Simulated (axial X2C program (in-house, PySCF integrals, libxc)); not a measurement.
TiN: properties at the nuclei

Calculated with an in-house all-electron X2C program for linear molecules (integrals from PySCF): two-component X2C with atomic mean-field Coulomb and Gaunt terms, Gaussian nuclei, basis Ti dyall-cv3z, N dyall-av3z with contracted cores.

R = 1.543 Å (near the PBE0 minimum at charge 0 of the determinant lowest at the starting distance; the state shown can have its own minimum elsewhere).

Input and command:
```json
{"zs": [22, 7], "q": 0, "bas": ["dyall-cv3z", "dyall-av3z"], "r0": 1.77, "levels": ["PBE0", "HF", "BP86", "B3LYP", "TPSSh"], "nst": 3}
```
```bash
python soeom.py task.json out
```

Keys: zs atomic numbers; q charge; bas basis sets; r0 starting distance in Å; levels methods; nst determinants followed.

Determinant lowest in the PBE0 search, Ω = 1/2 (⟨Sz⟩ = 0.50, ⟨Lz⟩ = 0.00 at PBE0), spin on the atoms Ti 0.54, N -0.04:

| level | Eeff magnitude (GV/cm) | Ws magnitude Ti (kHz) | A∥/gI Ti (MHz) | qzz Ti (a.u.) | A∥/gI N (MHz) | qzz N (a.u.) | μ (D) |
| --- | --- | --- | --- | --- | --- | --- | --- |
| PBE0 | 0.415 | 0.316 | 1800 | -1.96 | 41.5 | -0.30 | -3.46 |
| HF | 0.906 | 0.695 | 983 | -1.86 | -197 | 0.11 | -2.65 |
| BP86 | 0.386 | 0.294 | 1880 | -2.19 | 52.6 | -0.35 | -3.33 |
| B3LYP | 0.401 | 0.305 | 1950 | -2.08 | 50.2 | -0.30 | -3.57 |
| TPSSh | 0.408 | 0.311 | 1740 | -2.05 | 41.7 | -0.31 | -3.33 |

Determinant 0.78 eV from it at PBE0 and this distance, Ω = 3/2 (⟨Sz⟩ = -0.50, ⟨Lz⟩ = 2.00 at PBE0), spin on the atoms Ti -0.59, N 0.09:

```json
{"level": "PBE0", "Eeff magnitude (GV/cm)": "0.0889", "Ws magnitude Ti (kHz)": "0.0221", "A∥/gI Ti (MHz)": "382", "qzz Ti (a.u.)": "-0.27", "A∥/gI N (MHz)": "10.2", "qzz N (a.u.)": "-0.12", "μ (D)": "-6.99"}
{"level": "HF", "Eeff magnitude (GV/cm)": "0.47", "Ws magnitude Ti (kHz)": "0.12", "A∥/gI Ti (MHz)": "535", "qzz Ti (a.u.)": "-0.12", "A∥/gI N (MHz)": "123", "qzz N (a.u.)": "0.56", "μ (D)": "-8.03"}
{"level": "BP86", "Eeff magnitude (GV/cm)": "0.0547", "Ws magnitude Ti (kHz)": "0.0129", "A∥/gI Ti (MHz)": "366", "qzz Ti (a.u.)": "-0.58", "A∥/gI N (MHz)": "8.43", "qzz N (a.u.)": "-0.15", "μ (D)": "-6.30"}
{"level": "B3LYP", "Eeff magnitude (GV/cm)": "0.0727", "Ws magnitude Ti (kHz)": "0.0177", "A∥/gI Ti (MHz)": "366", "qzz Ti (a.u.)": "-0.38", "A∥/gI N (MHz)": "9.08", "qzz N (a.u.)": "-0.10", "μ (D)": "-6.81"}
{"level": "TPSSh", "Eeff magnitude (GV/cm)": "0.0752", "Ws magnitude Ti (kHz)": "0.0184", "A∥/gI Ti (MHz)": "395", "qzz Ti (a.u.)": "-0.37", "A∥/gI N (MHz)": "9.82", "qzz N (a.u.)": "-0.11", "μ (D)": "-6.73"}
```

Eeff is the effective electric field on the electron electric dipole moment in this Ω state and Ws the scalar–pseudoscalar constant of the nucleus named (defined with the proton number Z and per Ω); A∥ (defined per Ω) follows by multiplying with gI = μI/(I μN); qzz is the electric field gradient, eQq0 = 234.96 MHz × Q/barn × qzz; μ is positive if the N end (last atom) is positive. The operators were transformed with the bare-nucleus X2C matrices; with these basis sets, hyperfine constants and field gradients can be off by tens of per cent, and where levels differ in sign neither size nor sign is settled.

(1) With gI(47Ti) = -0.3154, Q(47Ti) = 0.302 barn (g factors from the IAEA table of nuclear moments by Stone; Q from Pyykkö, Mol. Phys. 2018), turn the PBE0 values of the first state into constants in MHz.

Each state is one determinant with collinear spin. Unrestricted Hartree–Fock can overshoot spin polarisation at the nuclei. Where Eeff spreads by more than a factor of two the levels disagree and none is to be relied on. The search compared states at one distance, so a state with another bond length can lie lower. Further determinants of the search, some of them spin-mixed, are not shown. Where a field gradient or hyperfine factor spreads by more than a factor of two over the levels, a constant derived from it is not to be relied on. PBE0 term energies can be off by some tenths of an eV.

## Answers

(1) A∥(47Ti) = 1800 × -0.3154 = -568 MHz; eQq0(47Ti) = 234.96 × (0.302) × (-1.96) = -139 MHz.
